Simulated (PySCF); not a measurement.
GeH₅Si, SMILES [SiH2][GeH3] (connectivity only; charge and spin as stated), charge +1, multiplicity 1.

Coordinates come from a B3LYP-D3(BJ)/def2-TZVP optimisation. The spin state was assumed, not searched. The isomer is the one that the SMILES or the coordinates give; other isomers of the formula were not compared.

All values below come from TDDFT-M06-2X/def2-SVPD in PySCF.

Vertical excitations.  State labels are in the subgroup Cs.

```
state  symmetry  energy (eV)  λ (nm)      f                          main pairs
-----  --------  -----------  ------  -----  ----------------------------------
S1           A'         3.50     354  0.004                      HOMO→LUMO 98 %
S2           A"         4.91     252  0.001  HOMO−1→LUMO 62 %, HOMO−3→LUMO 37 %
S3           A'         5.48     226  0.042                    HOMO−2→LUMO 97 %
S4           A"         5.57     223  0.001  HOMO−3→LUMO 62 %, HOMO−1→LUMO 37 %
S5           A"         8.08     153  0.048                    HOMO→LUMO+2 83 %
S6           A'         8.08     153  0.512                    HOMO→LUMO+1 83 %
S7           A"         8.41     147  0.006                  HOMO−1→LUMO+1 84 %
S8           A'         8.44     147  0.053                  HOMO−2→LUMO+1 91 %
S9           A'         8.89     139  0.039  HOMO→LUMO+3 74 %, HOMO→LUMO+4 23 %
S10          A"         8.95     138  0.008                  HOMO−2→LUMO+2 85 %
T1           A'         2.83     438      0                      HOMO→LUMO 98 %
T2           A"         4.50     275      0  HOMO−3→LUMO 62 %, HOMO−1→LUMO 36 %
T3           A'         4.95     251      0                    HOMO−2→LUMO 97 %
T4           A"         5.33     233      0  HOMO−1→LUMO 62 %, HOMO−3→LUMO 36 %
```
Triplets are in the Tamm–Dancoff approximation, which puts them higher than full response would, so one can lie above its singlet here.
